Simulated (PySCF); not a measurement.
One of the candidates below gave these computed data.

All candidates are C8H9OP.

| technique | computed result |
| --- | --- |
| Dipole | 4.00 D [PBE0/pcSseg-1] |
| Rotational structure | rotational constants A, B, C: 1.197, 0.897, 0.678 GHz [GFN2-xTB] |
| NMR, other nuclei | isotropic shieldings of nuclei other than C and H, by class: 238 (1 O), 340 (1 P) ppm [GIAO PBE0/pcSseg-1] |
| 13C NMR | chemical shifts (computed TMS as zero) by class: 142.5 (1 C), 139.9 (1 C), 108.2 (1 C), 81.8 (1 C), 81.6 (1 C), 79.0 (1 C), 28.6 (1 C), 5.4 (1 C) ppm [GIAO PBE0/pcSseg-1] |
| 1H NMR | chemical shifts (computed TMS as zero) by class: 6.93 (1 H), 6.76 (1 H), 6.61 (1 H), 2.98 (1 H), 2.69 (1 H), 2.15 (3 H), 1.53 (1 H) ppm [GIAO PBE0/pcSseg-1] |

Gas-phase values; electronic properties from PySCF, density fitting. Levels stand in brackets. Geometry: GFN2-xTB, one conformer, isolated molecule. NMR values are class means; diastereotopic atoms form classes of their own.

Question: Which candidate is it?
A. `CC#CP(C)c1ccoc1`
B. `C#CC[P@@](=O)(C#CC)C=C`
C. `C=Pc1ccc(OC)cc1`
D. `O=[P@@H]1CCc2ccccc21`

Answer: B. It is `C#CC[P@@](=O)(C#CC)C=C`. Numbering: `[CH:1]#[C:2][CH2:3][P@@:4](=[O:5])([C:6]#[C:7][CH3:8])[CH:9]=[CH2:10]`. 8 carbons fall into 8 classes; from least to most shielded: terminal =CH2 carbon [C10] (142.5 ppm), alkene CH carbon [C9] (139.9 ppm), alkyne carbon [C7] (108.2 ppm), alkyne carbon [C2] (81.8 ppm), alkyne carbon [C6] (81.6 ppm), terminal alkyne carbon [C1] (79.0 ppm), sp3 carbon bound to phosphorus [C3] (28.6 ppm), propargylic carbon [C8] (5.4 ppm). Hydrogen classes from least to most shielded: 1 H on an alkene CH carbon, C9 (6.93 ppm), 1 H on a terminal =CH2 carbon, C10 (6.76 ppm), 1 H on a terminal =CH2 carbon, C10 (6.61 ppm), 1 H on an sp3 carbon bound to phosphorus, C3 (2.98 ppm), 1 H on an sp3 carbon bound to phosphorus, C3 (2.69 ppm), 3 H on a propargylic carbon, C8 (2.15 ppm), 1 H on a terminal alkyne carbon, C1 (1.53 ppm). The other shieldings belong to: 238 ppm, phosphoryl oxygen [O5]; 340 ppm, phosphoryl phosphorus [P4]. The optimised geometry has point group C1 and is an asymmetric top.

The others, at the same levels:
- `C=Pc1ccc(OC)cc1` fails: it has 6 carbon classes against 8; its computed 13C shifts are 180.1 (1 C), 168.4 (1 C), 145.6 (1 C), 137.5 (2 C), 118.2 (2 C), 55.7 (1 C) ppm, 1H shifts are 8.23 (1 H), 8.21 (1 H), 7.84 (2 H), 7.06 (2 H), 3.95 (3 H) ppm and rotational constant A is 3.690 GHz (against 1.197 GHz).
- `O=[P@@H]1CCc2ccccc21` fails: its computed 13C shifts are 151.1 (1 C), 139.9 (1 C), 137.6 (1 C), 136.2 (1 C), 132.7 (1 C), 131.7 (1 C), 33.9 (1 C), 29.2 (1 C) ppm, 1H shifts are 8.31 (1 H), 8.19 (1 H), 7.73 (1 H), 7.68 (1 H), 7.55 (1 H), 3.04 (1 H), 2.83 (1 H), 2.27 (1 H), 2.10 (1 H) ppm and rotational constant A is 2.241 GHz (against 1.197 GHz).
- `CC#CP(C)c1ccoc1` fails: its computed 13C shifts are 148.0 (1 C), 144.6 (1 C), 132.7 (1 C), 121.1 (1 C), 108.3 (1 C), 86.4 (1 C), 16.6 (1 C), 6.2 (1 C) ppm, 1H shifts are 7.55 (1 H), 7.20 (1 H), 6.87 (1 H), 2.13 (3 H), 1.60 (3 H) ppm and rotational constant A is 1.724 GHz (against 1.197 GHz).

Each candidate is one conformer, not necessarily the lowest. The conformers computed, where there is a choice (atom-mapped SMILES and torsion angles):
- `[CH:1]#[C:2][CH2:3][P@@:4](=[O:5])([C:6]#[C:7][CH3:8])[CH:9]=[CH2:10]`: C2–C3–P4–O5 178°, C3–P4–C9–C10 126°
- `[CH2:1]=[P:2][c:3]1[cH:4][cH:5][c:6]([O:7][CH3:8])[cH:9][cH:10]1`: C1–P2–C3–C4 43°, C5–C6–O7–C8 1°
- `[CH3:1][C:2]#[C:3][P:4]([CH3:5])[c:6]1[cH:7][cH:8][o:9][cH:10]1`: C3–P4–C6–C7 57°

The conformers of `O=[P@@H]1CCc2ccccc21` aren't listed.
